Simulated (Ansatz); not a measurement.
`O[SiH2]B(F)Br` + H–F → `O[SiH2]F` + `FBBr` at 298.15 K and 1 bar (cleavage of the Si–B bond).

Program: Ansatz. Geometries: PBE0-D4/def2-TZVP. ΔE: electronic, gas phase. CCSD(T)/CBS adds triple-zeta CCSD(T) − MP2 to the extrapolated MP2 energy (def2 sets, frozen cores). This one scheme is used for every species. For Br outer-core shells are correlated without core-valence functions, which leaves a few kJ/mol of doubt a bond. Scalar relativity is left out up to krypton. Each species was taken in one conformer, which may not be the lowest.

```
        species  CCSD(T)/CBS energy (Eh)  H − E (kJ/mol)  S (J/(mol·K))
`O[SiH2]B(F)Br`              -3064.09027           122.9          368.2
            H–F               -100.39570            33.5          173.6
     `O[SiH2]F`               -465.96250           103.4          276.2
         `FBBr`              -2698.59010            53.1          273.8
```

H − E and S are ideal-gas, rigid-rotor, harmonic terms from PBE0-D4/def2-TZVP, for one conformer and one mirror image of each species. 1 Eh = 2625.50 kJ/mol, R = 8.31446 J/(mol·K).

**Question.** By hand: ΔE, ΔH, ΔS and ΔG.

**Answer.** ΔE = (-465.96250) + (-2698.59010) − (-3064.09027) − (-100.39570) = -0.06663 Eh = -174.9 kJ/mol. Δ(H − E) = 103.4 + 53.1 − 122.9 − 33.5 = 0.1, so ΔH = -174.8 kJ/mol. ΔS = 276.2 + 273.8 − 368.2 − 173.6 = 8.2 J/(mol·K). ΔG = -174.8 − 298.15 × (8.2)/1000 = -177.2 kJ/mol.

**Question.** By hand: the equilibrium constant, and the temperature at which ΔG would vanish if ΔH and ΔS stayed fixed.

**Answer.** log₁₀ K = −ΔG/(RT ln 10) = 31.0. ΔH and −TΔS have one sign here, so there is no such temperature.

The number of gas molecules stays the same, so ΔS is small and ΔH decides. A doubt of 5 kJ/mol in ΔE shifts log₁₀ K by 0.9 here. Other conformers and mirror images would add mixing entropy, several J/(mol·K) or more a flexible species. Modes under 60 cm⁻¹, often nearly free rotors, make the harmonic entropy too high. These are equilibria of isolated gas molecules and say nothing of rates. Largest T1 diagnostic: 0.012 (customary marks: 0.02 for closed shells, 0.045 for open ones).

ΔS is within the doubt of such terms, so its sign, and with it that verdict, could turn.
